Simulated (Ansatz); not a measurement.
Ansatz (a first-principles code) input (B3LYP/cc-pVDZ):

Ansatz 0.2 input:
```yaml
crystal:
  periodic: [false, false, false]
  atoms:
    - {symbol: C, position_ang: [-1.07726718, 0.31070560, -0.28901821]}
    - {symbol: S, position_ang: [0.51175678, -0.09098563, 0.09072573]}
    - {symbol: H, position_ang: [-1.72450539, -0.40846356, 0.28249763]}
basis:
  gaussian:
    orbitals: cc-pVDZ
hamiltonian:
  xc: {name: B3LYP}
total_charge: -1
output: {forces: true}
```

Output:

```
Functional definition: B3LYP
integrals: 0.01 GiB planned
371 factors; integrals over basis functions are off by at most 1.0e-3 eV
mean field: 0.08 GiB planned
mean field evaluation 1: about -11886.0569 eV, gradient 1.8e1 eV
mean field evaluation 2: about -11884.3084 eV, gradient 3.0e1 eV
mean field evaluation 4: about -11886.9727 eV, gradient 9.4e-1 eV
mean field evaluation 8: about -11886.9754 eV, gradient 1.1e-2 eV
mean field -11886.97544999 eV, -436.8382905057 hartree, gradient 3.5e-5 eV, S^2 0.000000; 0 other end points of the search recorded, 0 dependent functions left out
the calculation of the forces begins
reference -11886.97560559 eV, -436.8382962241 hartree; 12, 12 occupied and 25, 25 virtual orbitals, 371 factors
Total energy: -11886.97560559 eV, -436.8382962241 hartree
Atom 0 at    -1.077267     0.310706    -0.289018 Å, force    -0.449569     0.645191    -0.544694 eV/Å
Atom 1 at     0.511757    -0.090986     0.090726 Å, force     0.735364    -0.226917     0.209484 eV/Å
Atom 2 at    -1.724505    -0.408464     0.282498 Å, force    -0.285795    -0.418274     0.335210 eV/Å
Dipole moment:     0.244076    -0.257900     0.219726 e Å
```

The dipole moment of an ion depends on the origin.

The geometry given is a B3LYP-D3(BJ)/def2-TZVP minimum.
